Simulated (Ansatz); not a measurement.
Basis-set series for C6H16F2N2Ti, SMILES `CC(C)[NH][Ti]([F])([F])[NH]C(C)C`. Total charge 0; spin multiplicity 1. The geometry is a stationary point of PBE0-D4/def2-TZVP. It is one conformer, not always the lowest.

```json
{"functional": "PBE0-D4", "basis": "def2-SVP", "functions": "251", "energy (Eh)": "-1395.84715", "HOMO (eV)": "-6.54", "LUMO (eV)": "-1.66"}
{"functional": "PBE0-D4", "basis": "def2-TZVPP", "functions": "598", "energy (Eh)": "-1396.58931", "HOMO (eV)": "-6.67", "LUMO (eV)": "-1.69"}
{"functional": "ωB97M-V", "basis": "def2-SVP", "functions": "251", "energy (Eh)": "-1396.32421", "HOMO (eV)": "-8.79", "LUMO (eV)": "0.59"}
{"functional": "ωB97M-V", "basis": "def2-TZVPP", "functions": "598", "energy (Eh)": "-1397.09249", "HOMO (eV)": "-8.93", "LUMO (eV)": "0.54"}
```

Task: Give the rows for def2-QZVPP. (Estimate.)

Result: Computed: 
```
functional       basis  functions  energy (Eh)  HOMO (eV)  LUMO (eV)
   PBE0-D4  def2-QZVPP       1143  -1396.63546      -6.68      -1.69
   ωB97M-V  def2-QZVPP       1143  -1397.13613      -8.94       0.44
```

Positive LUMOs are unbound and depend on the basis. Scalar relativity is left out up to krypton.
